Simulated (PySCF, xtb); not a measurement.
(E)-1-bromo-1-chloroprop-1-ene (C₃H₄BrCl), SMILES C(/C)=C(\Br)Cl.

Harmonic wavenumbers (cm⁻¹) from GFN2-xTB (xtb) at its own minimum, in rising order: 104, 189, 200, 218, 342, 412, 558, 750, 808, 993, 1023, 1120, 1256, 1394, 1461, 1466, 1669, 3007, 3021, 3061, 3077.

Task: What does PBE-D3(BJ)/def2-SVP (PySCF 2.14.0) give at its own minimum? (The exact figures need the calculation; the answer reports its results.)

Result: 121, 195, 206, 236, 357, 454, 576, 788, 815, 949, 998, 1096, 1238, 1337, 1398, 1404, 1646, 2964, 3031, 3088, 3112. Paired by order, the mean absolute difference is 29 cm⁻¹ and the zero-point energies are 37.4 and 37.2 kcal/mol.
